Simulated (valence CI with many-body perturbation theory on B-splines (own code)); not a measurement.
# E1 line list for Bi68+

Level of theory: configuration interaction combined with many-body perturbation theory (CI+MBPT): five valence electrons over a frozen Dirac-Fock core [Ne], radial functions for each j: 11 s, 11 p, 10 d, 8 f, 5 g, 2 h, with the one-electron correlation potential Σ1, the two-electron term Σ2, the three-electron term Σ3, Breit, model QED; selected CI, second order for the rest, scaled by the run's own slope (own B-spline code, finite nucleus).

No measured spectrum was set against this ion. As an estimate, large intervals hold to a few tenths of a per cent, small ones and those within an open d or f shell to about a per cent. Among the levels kept, up to 3300 cm⁻¹ of a level comes from second order outside the variational space, and about a tenth of that is noise between levels of different J, which matters for small intervals.

Lines 201 to 250 of 571 in falling wavelength, among levels below 2036.3 eV, chosen from the strongest by gf and those to the six lowest levels. Wavelengths and rates use the calculated energies. Electric multipoles are in the length gauge, E1 and E2 with the static RPA response of the core. Weak lines are less certain than strong ones. Lines between different terms over intervals too small for the method are left out, as are lines whose strength nearly cancels. The highest levels of a list are the least certain.

Levels are named by their leading jj configuration (3d3/2^4 stands for four electrons in 3d with j = 3/2), which in mixed levels can hold well under half, so a name can repeat and another be missing. Letters in brackets count levels of one name in rising energy.

| λ vac (Å) | Upper | Lower | A (s⁻¹) | log gf | Branch % |
| --- | --- | --- | --- | --- | --- |
| 27.98 | (3s^2 3p3/2 3d3/2 3d5/2) J=3/2 [c] | (3s^2 3p3/2^2 3d3/2) J=1/2 | 7.70e+11 | -0.44 | 5.6 |
| 27.93 | (3s^2 3p3/2 3d3/2 3d5/2) J=5/2 [c] | (3s^2 3p3/2^2 3d3/2) J=5/2 | 3.56e+11 | -0.60 | 2.9 |
| 27.90 | (3s 3p1/2^2 3d3/2 3d5/2) J=7/2 [b] | (3s 3p1/2^2 3p3/2 3d3/2) J=7/2 | 6.76e+10 | -1.20 | 11.4 |
| 27.90 | (3s 3p1/2^2 3d5/2^2) J=9/2 | (3s 3p1/2^2 3p3/2 3d5/2) J=9/2 | 2.45e+11 | -0.54 | 27.4 |
| 27.84 | (3s 3p1/2 3p3/2^2 3d5/2) J=5/2 [c] | (3s 3p1/2 3p3/2^3) J=3/2 [a] | 5.71e+11 | -0.40 | 13.0 |
| 27.83 | (3s^2 3p3/2 3d3/2 3d5/2) J=3/2 [c] | (3s^2 3p3/2^2 3d3/2) J=3/2 [a] | 4.03e+11 | -0.73 | 2.9 |
| 27.79 | (3s^2 3p3/2 3d3/2 3d5/2) J=9/2 [b] | (3s^2 3p3/2^2 3d3/2) J=7/2 | 1.18e+12 | 0.13 | 14.0 |
| 27.79 | (3s^2 3p1/2 3d5/2^2) J=7/2 | (3s^2 3p1/2 3p3/2 3d5/2) J=7/2 [a] | 3.05e+11 | -0.55 | 25.8 |
| 27.71 | (3s 3p1/2^2 3p3/2 3d5/2) J=7/2 [b] | (3s 3p1/2^2 3p3/2^2) J=5/2 | 2.70e+11 | -0.60 | 9.2 |
| 27.63 | (3s^2 3p3/2 3d3/2 3d5/2) J=3/2 [b] | (3s^2 3p3/2^2 3d3/2) J=5/2 | 1.11e+11 | -1.29 | 1.3 |
| 27.57 | (3s 3p1/2^2 3d3/2 3d5/2) J=5/2 [b] | (3s 3p1/2^2 3p3/2 3d3/2) J=5/2 [a] | 1.44e+11 | -1.01 | 20.0 |
| 27.48 | (3s^2 3p3/2 3d3/2 3d5/2) J=5/2 [d] | (3s^2 3p3/2^2 3d3/2) J=3/2 [a] | 1.07e+11 | -1.14 | 1.2 |
| 27.29 | (3s 3p1/2 3p3/2^2 3d5/2) J=3/2 [d] | (3s 3p1/2 3p3/2^3) J=5/2 | 1.68e+11 | -1.12 | 2.2 |
| 27.01 | (3s^2 3p1/2 3p3/2 3d5/2) J=1/2 | (3s^2 3p1/2 3p3/2^2) J=3/2 | 9.12e+10 | -1.70 | 10.6 |
| 26.90 | (3s^2 3p3/2 3d3/2 3d5/2) J=5/2 [d] | (3s^2 3p3/2^2 3d3/2) J=7/2 | 8.22e+10 | -1.27 | 1.0 |
| 18.91 | (3s 3p1/2^2 3p3/2 3d3/2) J=5/2 [a] | (3s^2 3p1/2^2 3d5/2) J=5/2 | 4.45e+08 | -3.84 | 0.7 |
| 18.54 | (3s 3p1/2^2 3p3/2 3d3/2) J=7/2 | (3s^2 3p1/2^2 3d5/2) J=5/2 | 2.87e+10 | -1.93 | 38.0 |
| 18.00 | (3s 3p1/2^2 3p3/2 3d3/2) J=3/2 [b] | (3s^2 3p1/2^2 3d5/2) J=5/2 | 5.84e+09 | -2.95 | 0.4 |
| 17.73 | (3s 3p1/2^2 3p3/2 3d3/2) J=5/2 [b] | (3s^2 3p1/2^2 3d5/2) J=5/2 | 8.80e+09 | -2.60 | 0.4 |
| 16.97 | (3s^2 3p1/2 3d3/2^2) J=5/2 | (3s^2 3p1/2^2 3d5/2) J=5/2 | 1.16e+09 | -3.52 | 0.0 |
| 16.26 | (3s 3p1/2 3p3/2^2 3d5/2) J=7/2 [a] | (3s^2 3p1/2 3p3/2 3d5/2) J=5/2 [b] | 4.60e+11 | -0.84 | 24.6 |
| 15.81 | (3s 3p1/2 3p3/2^2 3d5/2) J=9/2 [b] | (3s^2 3p1/2 3p3/2 3d5/2) J=7/2 [b] | 5.85e+11 | -0.66 | 43.8 |
| 15.81 | (3s^2 3p1/2 3d3/2^2) J=3/2 | (3s^2 3p1/2^2 3d5/2) J=5/2 | 1.42e+10 | -2.67 | 0.1 |
| 15.69 | (3s 3p1/2 3p3/2^2 3d3/2) J=5/2 [b] | (3s^2 3p1/2 3p3/2 3d3/2) J=3/2 [b] | 6.30e+11 | -0.86 | 8.9 |
| 15.63 | (3s 3p1/2 3p3/2^3) J=3/2 [a] | (3s^2 3p1/2 3p3/2^2) J=1/2 | 7.02e+10 | -1.99 | 2.4 |
| 15.55 | (3s 3p1/2 3p3/2^2 3d5/2) J=1/2 [b] | (3s^2 3p1/2 3p3/2 3d5/2) J=3/2 [b] | 8.88e+11 | -1.19 | 26.6 |
| 15.54 | (3s 3p1/2 3p3/2^2 3d5/2) J=9/2 [a] | (3s^2 3p1/2 3p3/2 3d5/2) J=7/2 [a] | 1.23e+12 | -0.35 | 95.5 |
| 15.52 | (3s 3p1/2 3p3/2^2 3d3/2) J=1/2 [a] | (3s^2 3p1/2 3p3/2 3d3/2) J=1/2 [a] | 1.50e+12 | -0.97 | 80.6 |
| 15.49 | (3s 3p1/2 3p3/2^2 3d3/2) J=5/2 [a] | (3s^2 3p1/2 3p3/2 3d3/2) J=3/2 [a] | 6.66e+11 | -0.84 | 44.4 |
| 15.46 | (3s 3p1/2 3p3/2 3d3/2^2) J=7/2 [b] | (3s^2 3p1/2 3d3/2^2) J=5/2 | 4.04e+11 | -0.94 | 17.8 |
| 15.44 | (3s 3p1/2 3p3/2^2 3d5/2) J=7/2 [a] | (3s^2 3p1/2 3p3/2 3d5/2) J=7/2 [a] | 9.30e+11 | -0.58 | 49.8 |
| 15.43 | (3s 3p1/2 3p3/2^2 3d3/2) J=3/2 [c] | (3s^2 3p1/2 3p3/2 3d3/2) J=1/2 [b] | 7.81e+11 | -0.95 | 7.9 |
| 15.41 | (3s 3p1/2 3p3/2^2 3d3/2) J=7/2 [b] | (3s^2 3p1/2 3p3/2 3d3/2) J=5/2 [b] | 6.08e+11 | -0.76 | 10.8 |
| 15.39 | (3s 3p1/2 3p3/2^2 3d3/2) J=5/2 [a] | (3s^2 3p1/2 3p3/2 3d3/2) J=5/2 [a] | 4.22e+11 | -1.05 | 28.1 |
| 15.35 | (3s 3p1/2 3p3/2^2 3d3/2) J=5/2 [c] | (3s^2 3p1/2 3p3/2 3d3/2) J=3/2 [b] | 2.81e+11 | -1.22 | 3.6 |
| 15.35 | (3s 3p1/2 3p3/2 3d3/2^2) J=3/2 [a] | (3s 3p1/2^2 3p3/2 3d3/2) J=3/2 [b] | 5.06e+11 | -1.15 | 47.8 |
| 15.30 | (3s 3p1/2^2 3p3/2 3d3/2) J=5/2 [a] | (3s^2 3p1/2^2 3d3/2) J=3/2 | 1.27e+10 | -2.57 | 18.9 |
| 15.28 | (3s 3p1/2 3p3/2^2 3d5/2) J=11/2 | (3s^2 3p1/2 3p3/2 3d5/2) J=9/2 | 1.01e+12 | -0.37 | 97.1 |
| 15.28 | (3s 3p1/2 3p3/2^3) J=3/2 [a] | (3s^2 3p1/2 3p3/2^2) J=5/2 | 9.71e+10 | -1.87 | 3.4 |
| 15.26 | (3s 3p1/2 3p3/2^2 3d5/2) J=7/2 [b] | (3s^2 3p1/2 3p3/2 3d5/2) J=5/2 [b] | 3.71e+11 | -0.98 | 15.7 |
| 15.26 | (3s 3p1/2^2 3p3/2 3d3/2) J=3/2 [a] | (3s^2 3p1/2^2 3d3/2) J=3/2 | 1.34e+11 | -1.73 | 64.4 |
| 15.26 | (3s 3p1/2 3p3/2^2 3d3/2) J=3/2 [a] | (3s 3p1/2^2 3p3/2^2) J=3/2 | 8.32e+11 | -0.94 | 56.3 |
| 15.25 | (3s 3p1/2 3p3/2^2 3d5/2) J=9/2 [b] | (3s^2 3p1/2 3p3/2 3d5/2) J=9/2 | 7.19e+11 | -0.60 | 53.8 |
| 15.24 | (3s 3p1/2 3p3/2^2 3d5/2) J=1/2 [a] | (3s^2 3p1/2 3p3/2 3d5/2) J=3/2 [a] | 1.40e+12 | -1.01 | 42.4 |
| 15.22 | (3s 3p1/2^2 3p3/2 3d5/2) J=5/2 [a] | (3s^2 3p1/2^2 3d5/2) J=5/2 | 5.21e+11 | -0.96 | 57.2 |
| 15.22 | (3s 3p1/2^2 3p3/2^2) J=5/2 | (3s^2 3p1/2^2 3p3/2) J=3/2 | 8.44e+11 | -0.75 | 95.8 |
| 15.20 | (3s 3p1/2^2 3p3/2 3d3/2) J=1/2 [a] | (3s^2 3p1/2^2 3d3/2) J=3/2 | 1.38e+10 | -3.02 | 20.2 |
| 15.13 | (3s 3p1/2 3p3/2^2 3d3/2) J=7/2 [a] | (3s^2 3p1/2 3p3/2 3d3/2) J=5/2 [a] | 1.63e+12 | -0.35 | 76.8 |
| 15.12 | (3s^2 3p3/2^3) J=3/2 | (3s^2 3p1/2^2 3d5/2) J=5/2 | 1.39e+10 | -2.72 | 31.5 |
| 15.09 | (3s 3p1/2 3p3/2^2 3d3/2) J=9/2 | (3s^2 3p1/2 3p3/2 3d3/2) J=7/2 | 1.81e+12 | -0.21 | 96.7 |
